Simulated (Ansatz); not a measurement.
`CO/C=C(\O)Cl` and `O/C(Cl)=C/[SiH3]` differ in one atom or group (the configuration at the double bond changes too).

Ansatz, PBE0-D4/def2-TZVP geometries, multiplicity 1. Each molecule was computed in one conformer, which needn't be the lowest.

```csv
property,`CO/C=C(\O)Cl`
HOMO energy (PBE0/def2-TZVPP) / eV,-6.16
HOMO energy (B3LYP/def2-TZVPP) / eV,-5.96
LUMO energy (ωB97M-V/def2-TZVPP) / eV,2.17
LUMO energy (PBE0/def2-TZVPP) / eV,0.53
size of the dipole moment (PBE/def2-TZVPP) / D,1.88
size of the dipole moment (ωB97M-V/def2-TZVPP) / D,1.85
```

**Question.** Give the same properties after the change, and the shifts. (Estimate.)

**Answer.** The calculation gave: 
```json
{"property": "HOMO energy (PBE0/def2-TZVPP) / eV", "`O/C(Cl)=C/[SiH3]`": "-7.12", "shift": "-0.96"}
{"property": "HOMO energy (B3LYP/def2-TZVPP) / eV", "`O/C(Cl)=C/[SiH3]`": "-6.90", "shift": "-0.94"}
{"property": "LUMO energy (ωB97M-V/def2-TZVPP) / eV", "`O/C(Cl)=C/[SiH3]`": "1.71", "shift": "-0.46"}
{"property": "LUMO energy (PBE0/def2-TZVPP) / eV", "`O/C(Cl)=C/[SiH3]`": "-0.33", "shift": "-0.86"}
{"property": "size of the dipole moment (PBE/def2-TZVPP) / D", "`O/C(Cl)=C/[SiH3]`": "1.75", "shift": "-0.13"}
{"property": "size of the dipole moment (ωB97M-V/def2-TZVPP) / D", "`O/C(Cl)=C/[SiH3]`": "1.63", "shift": "-0.22"}
```

With PBE0 the HOMO falls by 0.96 eV and the LUMO falls by 0.86 eV, so the gap widens by about 0.10 eV. PBE moves the HOMO by -1.03 eV and ωB97M-V by -0.94 eV. Dipoles are sizes alone; their direction can turn.

B3LYP here is the variant with VWN-RPA as its local correlation; programs differ in this.
